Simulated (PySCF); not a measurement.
A structure optimised at B3LYP-D3(BJ)/def2-SVP, used in a PySCF frequency run:

```xyz
12

C      2.2795     1.5166    -0.2218
Si     1.7841    -0.3029    -0.2371
Si    -0.4729    -0.4142     0.3204
O     -0.6849     0.1363     1.8612
F     -1.1118    -1.9041     0.1870
Cl    -1.5653     0.7676    -1.0049
H      2.1591     1.9359     0.7892
H      1.6359     2.0871    -0.9093
H      3.3276     1.6470    -0.5326
H      2.5814    -1.1051     0.7357
H      1.9416    -0.8987    -1.5957
H     -1.5836     0.2721     2.1889
```
Charge 0, spin multiplicity 1.

Write its SMILES and formula.

C[SiH2][Si@](O)(F)Cl, CH₆ClFOSi₂

What are its rotational constants (standard atomic weights)?

2.1305, 1.2809, 1.0753 GHz
